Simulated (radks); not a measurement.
Problem. The silver ion Ag7+, 40 electrons, occupied as [Kr] 4d4. Method: Dirac Kohn-Sham, BLYP, spin-unpolarised, spherical densities, finite nucleus; open shells fill j = l - 1/2 first; Fermi nuclear charge, rms radius 4.5454 fm; computed with a radial shooting solver on a logarithmic mesh with Libxc functionals. Some entries of the table are withheld. Estimate them.

| orbital | occ. | eigenvalue (eV) | r(max) (bohr) |
|---|---|---|---|
| 1s1/2 | 2 | -25441.82 | 0.02015 |
| 2s1/2 | 2 | -3851.322 | 0.1141 |
| 2p1/2 | 2 | -3588.200 | (1) |
| 2p3/2 | 4 | -3412.798 | (2) |
| 3s1/2 | 2 | -805.2525 | 0.3326 |
| 3p1/2 | 2 | -700.6527 | (3) |
| 3p3/2 | 4 | -669.6074 | (4) |
| 3d3/2 | 4 | (5) | (6) |
| 3d5/2 | 6 | (7) | (8) |
| 4s1/2 | 2 | -210.0287 | 0.8114 |
| 4p1/2 | 2 | -175.6792 | 0.8416 |
| 4p3/2 | 4 | -169.8882 | 0.8639 |
| 4d3/2 | 4 | (9) | 0.9472 |
| 4d5/2 | 0 | (10) | 0.9547 |

Solution. 
(1) 2p1/2 r(max) (bohr): 0.08818
(2) 2p3/2 r(max) (bohr): 0.09243
(3) 3p1/2 r(max) (bohr): 0.3190
(4) 3p3/2 r(max) (bohr): 0.3289
(5) 3d3/2 eigenvalue (eV): -484.5367
(6) 3d3/2 r(max) (bohr): 0.2716
(7) 3d5/2 eigenvalue (eV): -478.2694
(8) 3d5/2 r(max) (bohr): 0.2745
(9) 4d3/2 eigenvalue (eV): -114.9353
(10) 4d5/2 eigenvalue (eV): -114.0413
